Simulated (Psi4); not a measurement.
H₅NPbSi (SMILES [NH2][Pb][SiH3]), singlet, at the geometry of the source list (core potentials on Pb); PBE/def2-TZVP run with Psi4.

Input for Psi4:
```
memory 2 GB

molecule mol {
0 1
  Pb    0.526200    0.400400    1.644800
  N     0.814700    1.857400    0.117700
  H     1.238300    2.761600    0.255700
  H     0.589100    1.780500   -0.860000
  Si   -0.584200   -1.372800   -0.006600
  H     0.324200   -2.259400   -0.740300
  H    -1.433000   -0.831800   -1.071600
  H    -1.475300   -2.336000    0.660400
}

set basis def2-tzvp
set reference rks

energy('pbe')
print_variables()
```

Predict the main parts of the log of this Psi4 run.


```
   => Loading Basis Set <=

    Name: DEF2-TZVP
    Role: ORBITAL
    Keyword: BASIS

    !!!  WARNING: ECP capability is in beta. Please check occupations closely.  !!!

         ---------------------------------------------------------
                                   SCF
               by Justin Turney, Rob Parrish, Andy Simmonett
                          and Daniel G. A. Smith
                              RKS Reference
         ---------------------------------------------------------

  ==> Geometry <==

    Molecular point group: c1
    Full point group: C1

    Geometry (in Angstrom), charge = 0, multiplicity = 1:

       Center              X                  Y                   Z               Mass
    ------------   -----------------  -----------------  -----------------  -----------------
         PB           0.119374138075     0.125946786978     0.304487719742   207.976652500000
         N            0.407874138075     1.582946786978    -1.222612280258    14.003074004430
         H            0.831474138075     2.487146786978    -1.084612280258     1.007825032230
         H            0.182274138075     1.506046786978    -2.200312280258     1.007825032230
         SI          -0.991025861925    -1.647253213022    -1.346912280258    27.976926534650
         H           -0.082625861925    -2.533853213022    -2.080612280258     1.007825032230
         H           -1.839825861925    -1.106253213022    -2.411912280258     1.007825032230
         H           -1.882125861925    -2.610453213022    -0.679912280258     1.007825032230

  Running in c1 symmetry.

  Rotational constants: A =      0.22034  B =      0.07962  C =      0.05957 [cm^-1]
  Rotational constants: A =   6605.62644  B =   2386.96799  C =   1785.90658 [MHz]
  Nuclear repulsion =  162.764299055593796

  Charge       = 0
  Multiplicity = 1
  Electrons    = 48
  Nalpha       = 24
  Nbeta        = 24

  ==> Algorithm <==

  SCF Algorithm Type is DF.
  DIIS enabled.
  MOM disabled.
  Fractional occupation disabled.
  Guess Type is SAD.
  Energy threshold   = 1.00e-06
  Density threshold  = 1.00e-06
  Integral threshold = 1.00e-12

  ==> Primary Basis <==

  Basis Set: DEF2-TZVP
    Blend: DEF2-TZVP
    Number of shells: 60
    Number of basis functions: 148
    Number of Cartesian functions: 167
    Spherical Harmonics?: true
    Max angular momentum: 3

  Core potential: DEF2-TZVP
    Number of shells: 4
    Number of ECP primitives: 18
    Number of ECP core electrons: 60
[...]
   @DF-RKS iter   6:  -539.96221957926446   -7.48744e-03   1.78475e-04 DIIS/ADIIS
   @DF-RKS iter   7:  -539.96248961510241   -2.70036e-04   7.06741e-05 DIIS
   @DF-RKS iter   8:  -539.96255346352825   -6.38484e-05   1.91169e-05 DIIS
   @DF-RKS iter   9:  -539.96255813074720   -4.66722e-06   9.06766e-06 DIIS
   @DF-RKS iter  10:  -539.96255921802833   -1.08728e-06   2.20612e-06 DIIS
   @DF-RKS iter  11:  -539.96255927854406   -6.05157e-08   9.11756e-07 DIIS
  Energy and wave function converged.

  ==> Post-Iterations <==

   Electrons on quadrature grid:
      Ntotal   =   48.0000125184 ; deviation = 1.252e-05

    Orbital Energies [Eh]
    ---------------------

    Doubly Occupied:

[...]
    Virtual:

[...]
     148A    124.858368

    Final Occupation by Irrep:
              A
    DOCC [    24 ]
    NA   [    24 ]
    NB   [    24 ]

  @DF-RKS Final Energy:  -539.96255927854406

   => Energetics <=

    Nuclear Repulsion Energy =            162.7642990555937956
    One-Electron Energy =               -1139.9389160236405587
    Two-Electron Energy =                 482.7549939972481070
    DFT Exchange-Correlation Energy =     -45.5429363077454568
    Empirical Dispersion Energy =           0.0000000000000000
    VV10 Nonlocal Energy =                  0.0000000000000000
    Total Energy =                       -539.9625592785440631

Computation Completed

Properties will be evaluated at   0.000000,   0.000000,   0.000000 [a0]

Properties computed using the SCF density matrix

 Multipole Moments:

 ------------------------------------------------------------------------------------
     Multipole            Electronic (a.u.)      Nuclear  (a.u.)        Total (a.u.)
 ------------------------------------------------------------------------------------

 L = 1.  Multiply by 2.5417464519 to convert [e a0] to [Debye]
 Dipole X            :         21.5187839          -21.1343972            0.3843866
 Dipole Y            :         22.3103026          -21.6703478            0.6399547
 Dipole Z            :         55.5332571          -55.1302831            0.4029740
 Magnitude           :                                                    0.8483414

 ------------------------------------------------------------------------------------

  Variable Map:
  ----------------------------------------------------------------------------
[...]
  Array Variable Map:
  ----------------------------------------------------------------------------
[...]
[...]
```
